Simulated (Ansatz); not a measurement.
`B[SiH](F)I`, charge 0, multiplicity 1.

**Question.** Give a relaxed structure at PBE0-D4/def2-TZVP (Ansatz 0.2.0). (Estimate.)

**Answer.** The calculation gave: 
```xyz
7

B     0.910    0.641   -0.004
Si   -0.603   -0.486   -0.464
F    -1.981    0.107   -0.996
I    -0.451   -0.283    2.037
H     1.976    0.128    0.145
H     0.753    1.820    0.079
H    -0.604   -1.926   -0.797
```
